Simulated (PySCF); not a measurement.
Positional isomers: propene hydroxy+silyl. Isolated molecules, 0 K electronic values unless said otherwise. One relaxed conformer stands for each flexible species; it need not be the lowest. Strings in code marks are SMILES.

Level of theory: PBE-D3(BJ)/def2-TZVP // PBE0-D3(BJ)/def2-TZVP (PySCF). Excitations are Tamm–Dancoff values on a coarser integration grid. The basis has no diffuse functions, so Rydberg states are missing or too high.

```json
[
 {"species": "`C=C(O)C[SiH3]` (C–C–O–H torsion 0°, O–C–C–Si torsion -69°)", "brightest of the four lowest singlets (TDA) (eV)": "–", "S1–T1 gap (TDA) (eV)": "0.98", "S1 excitation (TDA) (eV)": "5.27", "S1 oscillator strength": "0.004"},
 {"species": "`C/C(O)=C/[SiH3]` (C–C–O–H torsion 180°)", "brightest of the four lowest singlets (TDA) (eV)": "6.21", "S1–T1 gap (TDA) (eV)": "1.25", "S1 excitation (TDA) (eV)": "5.28", "S1 oscillator strength": "?"},
 {"species": "`C/C([SiH3])=C/O` (C–C–O–H torsion 180°)", "brightest of the four lowest singlets (TDA) (eV)": "6.02", "S1–T1 gap (TDA) (eV)": "1.29", "S1 excitation (TDA) (eV)": "5.22", "S1 oscillator strength": "0.000"},
 {"species": "`C/C=C(\\O)[SiH3]` (Si–C–O–H torsion 180°)", "brightest of the four lowest singlets (TDA) (eV)": "?", "S1–T1 gap (TDA) (eV)": "?", "S1 excitation (TDA) (eV)": "5.25", "S1 oscillator strength": "0.000"},
 {"species": "`C(/C[SiH3])=C\\O` (H–O–C–C torsion -1°, C–C–C–Si torsion -111°)", "brightest of the four lowest singlets (TDA) (eV)": "?", "S1–T1 gap (TDA) (eV)": "1.11", "S1 excitation (TDA) (eV)": "5.21", "S1 oscillator strength": "0.016"},
 {"species": "`C(=C/O)/C[SiH3]` (H–O–C–C torsion 4°, C–C–C–Si torsion -89°)", "brightest of the four lowest singlets (TDA) (eV)": "6.19", "S1–T1 gap (TDA) (eV)": "0.55", "S1 excitation (TDA) (eV)": "?", "S1 oscillator strength": "0.008"}
]
```

Question: Some entries are withheld; supply them.

Answer: 
- `C/C(O)=C/[SiH3]` (C–C–O–H torsion 180°), S1 oscillator strength: 0.000
- `C/C=C(\O)[SiH3]` (Si–C–O–H torsion 180°), brightest of the four lowest singlets (TDA) (eV): 6.26
- `C/C=C(\O)[SiH3]` (Si–C–O–H torsion 180°), S1–T1 gap (TDA) (eV): 1.21
- `C(/C[SiH3])=C\O` (H–O–C–C torsion -1°, C–C–C–Si torsion -111°), brightest of the four lowest singlets (TDA) (eV): 5.98
- `C(=C/O)/C[SiH3]` (H–O–C–C torsion 4°, C–C–C–Si torsion -89°), S1 excitation (TDA) (eV): 4.76
